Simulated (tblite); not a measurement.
Start geometry of `C#C[SiH2]/C(=C\SC)C(Cl)Cl` from a force field or distance geometry (Å):
```
atom  x, y, z in Å
C1    -1.7160   -2.6523   -1.0178
C2    -1.8240   -1.5114   -0.6219
Si3   -1.9585    0.1780    0.0281
C4    -0.3977    1.1019   -0.2494
C5     0.7759    0.4945   -0.4290
S6     0.9230   -1.3076   -0.4602
C7     2.7085   -1.6217   -0.1546
C8    -0.4126    2.5887   -0.2364
Cl9   -1.0208    3.0656    1.3668
Cl10  -1.4871    3.1004   -1.5508
H11   -1.6266   -3.6639   -1.3715
H12   -2.3634    0.1220    1.4423
H13   -3.0030    0.8948   -0.7731
H14    1.6686    1.1329   -0.5894
H15    2.9466   -1.1323    0.7991
H16    2.9248   -2.7071   -0.1815
H17    3.2459   -1.0874   -0.9575
H18    0.6077    3.0112   -0.3196
```

Question: What comes out of this run: GFN2-xTB geometry optimisation, gas phase in tblite?

Answer: 
```
atom  x, y, z in Å
C1    -2.542   -2.006   -1.839
C2    -2.288   -1.255   -0.935
Si3   -1.886   -0.082    0.438
C4    -0.336    0.849   -0.131
C5     0.892    0.326   -0.101
S6     1.262   -1.272    0.484
C7     3.060   -1.297    0.193
C8    -0.499    2.222   -0.656
Cl9   -1.029    3.330    0.647
Cl10  -1.725    2.247   -1.950
H11   -2.765   -2.666   -2.628
H12   -1.557   -0.822    1.658
H13   -2.984    0.863    0.629
H14    1.761    0.872   -0.445
H15    3.534   -0.499    0.758
H16    3.417   -2.260    0.543
H17    3.259   -1.192   -0.869
H18    0.417    2.649   -1.071
```

The energy falls by 0.566 eV over 218 L-BFGS steps, the largest force on an atom goes from 2.08 to 0.006 eV/Å, and the atoms move by 0.937 Å rms after alignment. The bond that changes most is C5–S6 (alkene CH carbon to sulfide sulfur), which shortens by 0.067 Å. Bonds longer at the end by more than 0.005 Å: 4 of 17; shorter: 12. Among the angles that change most is S6–C5–H14, from 120.4° to 113.6°. Among the dihedrals that turn most is H12–Si3–C4–C8, from -78° to -140°. Rotational constants go from 1044, 449.3, 389.2 to 825.1, 504.8, 384.4 MHz. The orientation of the end geometry is arbitrary; only internal coordinates are fixed.

Its lowest GFN2-xTB frequency is 13 cm⁻¹, too small to tell a flat minimum from a shallow saddle. One conformer, not necessarily the lowest.

The numbers are calculated, not measured.
